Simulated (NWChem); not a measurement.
Correlation energy of BeCl2

```
Be
Cl 1 1.8144
Cl 1 1.8144 2 180.00
```
Charge 0, spin multiplicity 1.

All runs are NWChem calculations. Structure: optimised with PBE/def2-SVP, a minimum by its harmonic frequencies.

Basis set: def2-TZVP. Each correlation energy counts from its own Hartree-Fock reference.

The correlated methods keep 11 core orbitals frozen. The structure started from a generated list of species. Coupled-cluster values serve here as a point of comparison, not as the truth.

Task: One of these methods gave a correlation energy of -402.8 mHa. Which?
A) CR-CCSD[T]
B) SCS-MP2
C) MP2
D) CCSD

Result: C, MP2. The others give -394.6 (SCS-MP2), -451.4 (CR-CCSD[T]), -437.5 (CCSD).
